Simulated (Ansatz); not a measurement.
One change: `F[CH2][AlH][O][SiH3]` becomes `[CH3][AlH][CH2]F`.

Ansatz, PBE0-D4/def2-TZVP geometries, multiplicity 1. Each molecule was computed in one conformer, which needn't be the lowest.

| property | `F[CH2][AlH][O][SiH3]` |
| --- | --- |
| LUMO energy (PBE0/def2-TZVPP) / eV | -0.98 |
| HOMO–LUMO gap (B3LYP/def2-TZVPP) / eV | 6.44 |
| HOMO–LUMO gap (PBE/def2-TZVPP) / eV | 4.68 |
| size of the dipole moment (PBE/def2-TZVPP) / D | 1.73 |
| LUMO energy (ωB97M-V/def2-TZVPP) / eV | 0.57 |
| LUMO energy (B3LYP/def2-TZVPP) / eV | -1.22 |

(1) What does the change do to each property? (Best estimate.)

## Answers

(1) Computed: 
```csv
property,`[CH3][AlH][CH2]F`,shift
LUMO energy (PBE0/def2-TZVPP) / eV,-1.12,-0.14
HOMO–LUMO gap (B3LYP/def2-TZVPP) / eV,6.01,-0.43
HOMO–LUMO gap (PBE/def2-TZVPP) / eV,4.26,-0.42
size of the dipole moment (PBE/def2-TZVPP) / D,2.19,0.46
LUMO energy (ωB97M-V/def2-TZVPP) / eV,0.44,-0.13
LUMO energy (B3LYP/def2-TZVPP) / eV,-1.36,-0.14
```

With PBE0 the HOMO rises by 0.28 eV and the LUMO falls by 0.14 eV, so the gap narrows by about 0.42 eV. PBE moves the HOMO by 0.29 eV and ωB97M-V by 0.27 eV. Dipoles are sizes alone; their direction can turn.

B3LYP here is the variant with VWN-RPA as its local correlation; programs differ in this.
